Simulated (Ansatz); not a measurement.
Method: frozen-core CCSD(T)/cc-pVTZ // B3LYP-D3(BJ)/def2-TZVP in Ansatz (a program for electronic structure). The geometry is that of the parent before the electron was removed.

Ansatz 0.2 input:
```yaml
crystal:
  periodic: [false, false, false]
  atoms:
    - { symbol: B, position_ang: [-1.128989, -0.153314, 0.097092] }
    - { symbol: C, position_ang: [0.378149, 0.20245, -0.108349] }
    - { symbol: O, position_ang: [0.590601, 1.268205, -0.647353] }
    - { symbol: O, position_ang: [1.351105, -0.629963, 0.292398] }
    - { symbol: H, position_ang: [-1.7149, -0.698801, -0.778424] }
    - { symbol: H, position_ang: [-1.682001, 0.230564, 1.073926] }
    - { symbol: H, position_ang: [2.206036, -0.21914, 0.07071] }
basis:
  gaussian: { orbitals: cc-pVTZ }
correlation:
  method: ccsd_t
total_charge: 1
magnetization:
  spin_polarized: true
  initial_magnetization: 1
```

Output:

```
Functional definition: HF
961 factors; integrals over basis functions are off by at most 7.4e-4 eV
mean field evaluation 1: about -5804.7156 eV, gradient 4.5e1 eV
mean field evaluation 2: about -5804.7171 eV, gradient 4.5e1 eV
mean field evaluation 4: about -5815.1362 eV, gradient 1.3e1 eV
mean field evaluation 8: about -5816.4823 eV, gradient 4.2e-1 eV
mean field evaluation 16: about -5804.4630 eV, gradient 5.3e1 eV
mean field evaluation 32: about -5815.0224 eV, gradient 1.5e-1 eV
mean field evaluation 64: about -5815.0085 eV, gradient 3.2e-1 eV
mean field evaluation 96: about -5815.0109 eV, gradient 3.4e-1 eV
mean field evaluation 128: about -5816.4862 eV, gradient 1.9e-2 eV
mean field evaluation 160: about -5814.1962 eV, gradient 1.0e1 eV
mean field evaluation 192: about -5809.5525 eV, gradient 1.9e-1 eV
mean field evaluation 224: about -5809.0694 eV, gradient 1.9e-1 eV
mean field evaluation 256: about -5809.4959 eV, gradient 3.8e-3 eV
mean field evaluation 288: about -5808.3709 eV, gradient 9.3e-2 eV
mean field evaluation 320: about -5809.4313 eV, gradient 8.4e-2 eV
mean field evaluation 352: about -5808.2238 eV, gradient 4.0e-3 eV
mean field evaluation 384: about -5808.2413 eV, gradient 2.9e-2 eV
mean field evaluation 416: about -5807.2286 eV, gradient 1.5e1 eV
mean field -5816.48621598 eV, -213.7519258814 hartree, gradient 5.0e-6 eV, S^2 0.768096; 6 other end points of the search recorded, 0 dependent functions left out
determinant -5816.48621598 eV, -213.7519258814 hartree, with singles and doubles -5835.31202320 eV, -214.4437615362 hartree
determinant -5815.02363583 eV, -213.6981770522 hartree, with singles and doubles -5833.88833939 eV, -214.3914421210 hartree
4 core orbitals not correlated
reference -5816.48621598 eV, -213.7519258814 hartree; 11, 10 occupied and 147, 148 virtual orbitals, 961 factors
second order -17.75437924 eV of doubles, -0.00000000 eV of singles
cycle   1  -18.64663925 eV  change    -1.8e0 eV  update   2.5e-2
cycle   2  -18.69495877 eV  change   -4.8e-2 eV  update   7.0e-3
cycle   3  -18.69495170 eV  change    7.1e-6 eV  update   4.1e-3
cycle   4  -18.70184519 eV  change   -6.9e-3 eV  update   2.8e-3
cycle   5  -18.70601959 eV  change   -4.2e-3 eV  update   1.7e-3
cycle   6  -18.70783246 eV  change   -1.8e-3 eV  update   7.9e-4
cycle   7  -18.70821434 eV  change   -3.8e-4 eV  update   4.3e-4
cycle   8  -18.70815797 eV  change    5.6e-5 eV  update   2.5e-4
cycle   9  -18.70803079 eV  change    1.3e-4 eV  update   1.5e-4
cycle  10  -18.70789849 eV  change    1.3e-4 eV  update   6.3e-5
cycle  11  -18.70795519 eV  change   -5.7e-5 eV  update   2.8e-5
cycle  12  -18.70792108 eV  change    3.4e-5 eV  update   1.1e-5
cycle  13  -18.70792831 eV  change   -7.2e-6 eV  update   4.5e-6
perturbative correction -0.75789316 eV, -0.0278520601 hartree
Total energy: -5835.95203746 eV, -214.4672816261 hartree
```

Cost: roughly 90 core-seconds.
